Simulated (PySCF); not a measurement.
Sn: excitation energy

Sn [Kr] 4d10 5s2 5p2 (3P) → Sn [Kr] 4d10 5s2 5p1 5d1 (high-spin determinant), as a difference of total energies. Computed with PySCF 2.14 in x2c-TZVPPall with one added diffuse shell each of s, p, d, f type (9s7p5d3f, 76 functions), with the spin-free X2C one-electron Hamiltonian (Gaussian nucleus). Correlated levels: valence: [Kr] 4d10 frozen; valence and next inner shell: [Ar] 3d10 frozen. The calculations carry no spin-orbit coupling.

```json
{"method": "UHF", "excitation energy (eV)": "5.517"}
{"method": "LDA", "excitation energy (eV)": "5.356"}
{"method": "PBE", "excitation energy (eV)": "5.161"}
{"method": "PBE0", "excitation energy (eV)": "5.351"}
{"method": "r2SCAN", "excitation energy (eV)": "5.517"}
{"method": "B2PLYP", "excitation energy (eV)": "5.401"}
{"method": "BLYP", "excitation energy (eV)": "5.079"}
{"method": "wB97X-V", "excitation energy (eV)": "5.655"}
{"method": "BHandHLYP", "excitation energy (eV)": "5.459"}
{"method": "MP2 (valence)", "excitation energy (eV)": "5.583"}
{"method": "SCS-MP2 (valence)", "excitation energy (eV)": "5.564"}
{"method": "MP2 (valence and next inner shell)", "excitation energy (eV)": "5.662"}
{"method": "SCS-MP2 (valence and next inner shell)", "excitation energy (eV)": "5.603"}
```

**Question.** How much does correlation contribute at MP2 (valence and next inner shell)?

**Answer.** 5.662 − (5.517) = 0.145 eV, measured against UHF.

A first-order spin-orbit estimate (lowest level to lowest level, LS coupling) adds 0.046 eV.

The promoted electron is Rydberg-like, and one or two diffuse shells describe it only roughly, which tends to raise the upper state.

The determinant of the upper state mixes LS terms, which raises its energy above the lowest term, most at the Hartree-Fock and MP2 levels.
